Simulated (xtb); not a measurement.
xtb input:

```bash
xtb mol.xyz --gfn 2 --ohess tight --chrg -1 --uhf 0
```
mol.xyz:
```
4

Sn    -0.00205555    -0.02344469     0.79091041
Br    -1.85363954    -1.47224387    -0.27293427
Br    -0.36495892     2.35697737    -0.22374361
Br     2.23857225    -0.84389590    -0.25078605
```

Which total energy does the run end on?

-14.86791 Eh (GFN2-xTB).
